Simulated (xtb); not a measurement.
BiF$_{2}$, charge +1, singlet, geometry from GFN2-xTB (such geometries of metal compounds can be far from the true shape), atoms displaced at random by about 0.05 Å a coordinate. Base run: GFN2-xTB in xtb 6.7.1.

The xtb input:
```
$ xtb mol.xyz --gfn 2 --chrg 1 --opt --json

# file mol.xyz
3

Bi     0.24053467     0.08931334     0.08991798
F     -1.09033143     0.52970700    -1.35597438
F     -0.87854232    -1.43091493     0.35814971
```

Base: optimiser steps 5.

A changed run: ΔE vs base (kJ/mol) -168.0; optimiser steps 5.

**Question.** What was changed between the two runs?
A) opt level = vtight
B) opt level = tight
C) opt level = lax
D) alpb = dmf
E) opt level = crude

**Answer.** D, alpb = dmf
